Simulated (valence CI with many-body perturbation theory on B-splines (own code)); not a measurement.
**Pb L: calculated level list**

Computed by relativistic CI+MBPT: five valence electrons over a frozen Dirac-Fock core [Ar] 3d10, a basis of 9 s, 9 p, 8 d, 6 f, 3 g, 1 h functions for each j, with the one-electron correlation potential Σ1, the two-electron term Σ2, the three-electron term Σ3, Breit, model QED; selected CI, second order for the rest (own B-spline code, finite nucleus).

No measured spectrum was set against this ion. As an estimate, large intervals hold to a few tenths of a per cent, small ones and those within an open d or f shell to about a per cent. Among the levels kept, up to 330 cm⁻¹ of a level comes from second order outside the variational space, and about a tenth of that is noise between levels of different J, which matters for small intervals.

Levels 1 to 45 of 53, with energies above the lowest level, (4s^2 4p1/2^2 4p3/2) J=3/2. "Leading %" is the weight of the configuration and term that name the level; weights of strongly mixed levels are sums over their largest components and can fall short. In the jj column 3d3/2^4 stands for four electrons in 3d with j = 3/2. Lifetimes count E1, E2, E3, M1 and M2 decay at the calculated energies, and are blank where another channel may lead or the interval is too uncertain; long ones can be off by a factor of two.

| No. | Configuration | Term | J | E (× 10³ cm⁻¹) | Leading % | Lifetime | Leading jj | g |
| --- | --- | --- | --- | --- | --- | --- | --- | --- |
| 1 | 4s²4p³ | ²P° | 3/2 | 0.00 | 48 |  | 4s^2 4p1/2^2 4p3/2 (99 %) | 1.350 |
| 2 | 4s²4p³ | ⁴S° | 3/2 | 1277.7 | 55 | 25.7 ns | 4s^2 4p1/2 4p3/2^2 (99 %) | 1.458 |
| 3 | 4s²4p³ | ²D° | 5/2 | 1328.4 | 99 | 114 ns | 4s^2 4p1/2 4p3/2^2 (99 %) | 1.194 |
| 4 | 4s²4p³ | ²P° | 1/2 | 1392.9 | 99 | 40.8 ns | 4s^2 4p1/2 4p3/2^2 (99 %) | 0.657 |
| 5 | 4s²4p²4d | ²D | 3/2 | 1475.2 | 40 | 38.2 ps | 4s^2 4p1/2^2 4d3/2 (99 %) | 0.784 |
| 6 | 4s²4p²4d | ²D | 5/2 | 1817.2 | 32 | 3.00 ps | 4s^2 4p1/2^2 4d5/2 (96 %) | 1.209 |
| 7 | 4s4p⁴ | ⁴P | 5/2 | 2246.3 | 67 | 3.06 ps | 4s 4p1/2^2 4p3/2^2 (94 %) | 1.464 |
| 8 | 4s4p⁴ | ²S | 1/2 | 2384.3 | 59 | 1.66 ps | 4s 4p1/2^2 4p3/2^2 (93 %) | 2.073 |
| 9 | 4s4p⁴ | ²P | 3/2 | 2400.3 | 42 | 872 fs | 4s 4p1/2^2 4p3/2^2 (89 %) | 1.175 |
| 10 | 4s²4p³ | ²P° | 3/2 | 2679.8 | 51 | 10.8 ns | 4s^2 4p3/2^3 (98 %) | 1.309 |
| 11 | 4s²4p²4d | ⁴F | 5/2 | 2744.8 | 46 | 59.5 ps | 4s^2 4p1/2 4p3/2 4d3/2 (98 %) | 0.960 |
| 12 | 4s²4p²4d | ⁴F | 3/2 | 2750.7 | 38 | 7.24 ps | 4s^2 4p1/2 4p3/2 4d3/2 (97 %) | 0.905 |
| 13 | 4s²4p²4d | ⁴D | 1/2 | 2751.9 | 80 | 55.9 ps | 4s^2 4p1/2 4p3/2 4d3/2 (99 %) | 0.193 |
| 14 | 4s²4p²4d | ²G | 7/2 | 2796.8 | 51 | 558 ps | 4s^2 4p1/2 4p3/2 4d3/2 (97 %) | 1.033 |
| 15 | 4s²4p²4d | ²D | 5/2 | 2933.8 | 36 | 340 fs | 4s^2 4p1/2 4p3/2 4d3/2 (92 %) | 1.177 |
| 16 | 4s²4p²4d | ²D | 3/2 | 2949.0 | 35 | 258 fs | 4s^2 4p1/2 4p3/2 4d3/2 (90 %) | 1.197 |
| 17 | 4s²4p²4d | ²P | 1/2 | 2957.8 | 37 | 314 fs | 4s^2 4p1/2 4p3/2 4d3/2 (95 %) | 1.705 |
| 18 | 4s²4p²4d | ⁴D | 7/2 | 3025.4 | 48 | 841 ps | 4s^2 4p1/2 4p3/2 4d5/2 (99 %) | 1.309 |
| 19 | 4s²4p²4d | ²P | 3/2 | 3076.1 | 45 | 4.57 ps | 4s^2 4p1/2 4p3/2 4d5/2 (94 %) | 1.368 |
| 20 | 4s²4p²4d | ²G | 9/2 | 3082.8 | 62 | 817 ns | 4s^2 4p1/2 4p3/2 4d5/2 (99 %) | 1.188 |
| 21 | 4s²4p²4d | ²F | 5/2 | 3097.0 | 34 | 4.23 ps | 4s^2 4p1/2 4p3/2 4d5/2 (94 %) | 1.130 |
| 22 | 4s²4p²4d | ²D | 5/2 | 3205.4 | 38 | 862 fs | 4s^2 4p1/2 4p3/2 4d5/2 (93 %) | 1.266 |
| 23 | 4s²4p²4d | ²F | 7/2 | 3209.9 | 59 | 1.31 ps | 4s^2 4p1/2 4p3/2 4d5/2 (95 %) | 1.123 |
| 24 | 4s²4p²4d | ²D | 3/2 | 3233.7 | 61 | 1.90 ps | 4s^2 4p1/2 4p3/2 4d5/2 (96 %) | 0.933 |
| 25 | 4s²4p²4d | ²P | 1/2 | 3247.2 | 55 | 1.47 ps | 4s^2 4p1/2 4p3/2 4d5/2 (95 %) | 1.221 |
| 26 | 4s²4p²4f | ²F° | 5/2 | 3449.2 | 37 | 4.27 ps | 4s^2 4p1/2^2 4f5/2 (93 %) | 0.848 |
| 27 | 4s²4p²4f | ²F° | 7/2 | 3549.9 | 32 | 5.20 ps | 4s^2 4p1/2^2 4f7/2 (92 %) | 1.143 |
| 28 | 4s4p⁴ | ⁴P | 3/2 | 3581.8 | 73 | 1.01 ps | 4s 4p1/2 4p3/2^3 (91 %) | 1.527 |
| 29 | 4s4p⁴ | ²D | 5/2 | 3659.7 | 67 | 1.01 ps | 4s 4p1/2 4p3/2^3 (91 %) | 1.298 |
| 30 | 4s4p³4d | ⁴D° | 5/2 | 3694.1 | 29 | 16.9 ps | 4s 4p1/2^2 4p3/2 4d3/2 (95 %) | 1.273 |
| 31 | 4s4p³4d | ⁴D° | 3/2 | 3700.0 | 27 | 9.65 ps | 4s 4p1/2^2 4p3/2 4d3/2 (96 %) | 1.294 |
| 32 | 4s4p³4d | ⁴P° | 1/2 | 3701.6 | 46 | 20.5 ps | 4s 4p1/2^2 4p3/2 4d3/2 (96 %) | 2.419 |
| 33 | 4s4p³4d | ⁴F° | 7/2 | 3746.6 | 22 | 12.8 ps | 4s 4p1/2^2 4p3/2 4d3/2 (85 %) | 1.269 |
| 34 | 4s4p⁴ | ²P | 1/2 | 3757.4 | 57 | 471 fs | 4s 4p1/2 4p3/2^3 (90 %) | 1.358 |
| 35 | 4s4p⁴ | ²P | 3/2 | 3767.2 | 45 | 488 fs | 4s 4p1/2 4p3/2^3 (90 %) | 1.087 |
| 36 | 4s4p³4d | ²D° | 3/2 | 3823.7 | 29 | 1.64 ps | 4s 4p1/2^2 4p3/2 4d3/2 (86 %) | 0.999 |
| 37 | 4s4p³4d | ⁴D° | 1/2 | 3890.4 | 48 | 940 fs | 4s 4p1/2^2 4p3/2 4d3/2 (94 %) | 0.548 |
| 38 | 4s4p³4d | ²F° | 5/2 | 3898.7 | 32 | 690 fs | 4s 4p1/2^2 4p3/2 4d3/2 (90 %) | 0.915 |
| 39 | 4s4p³4d | ⁴F° | 9/2 | 3966.2 | 48 | 30.7 ps | 4s 4p1/2^2 4p3/2 4d5/2 (97 %) | 1.353 |
| 40 | 4s4p³4d | ⁴D° | 5/2 | 4051.3 | 30 | 2.12 ps | 4s 4p1/2^2 4p3/2 4d5/2 (96 %) | 1.383 |
| 41 | 4s4p³4d | ²D° | 3/2 | 4104.4 | 33 | 2.70 ps | 4s 4p1/2^2 4p3/2 4d5/2 (86 %) | 1.140 |
| 42 | 4s4p³4d | ²F° | 7/2 | 4106.9 | 33 | 2.01 ps | 4s 4p1/2^2 4p3/2 4d5/2 (88 %) | 1.239 |
| 43 | 4s4p³4d | ⁴D° | 7/2 | 4171.9 | 28 | 887 fs | 4s 4p1/2^2 4p3/2 4d5/2 (91 %) | 1.198 |
| 44 | 4s²4p²4d | ²D | 3/2 | 4204.2 | 32 | 329 fs | 4s^2 4p3/2^2 4d3/2 (91 %) | 1.188 |
| 45 | 4s4p³4d | ²P° | 1/2 | 4209.2 | 47 | 1.83 ps | 4s 4p1/2^2 4p3/2 4d5/2 (95 %) | 0.641 |

The ionisation energy to 4s²4p² ³P0 of the next ion comes out as 2736.6 eV (NIST: 2735 ± 4 eV (theoretical)). All 53 levels together are meant to be complete up to 4380.0 × 10³ cm⁻¹.
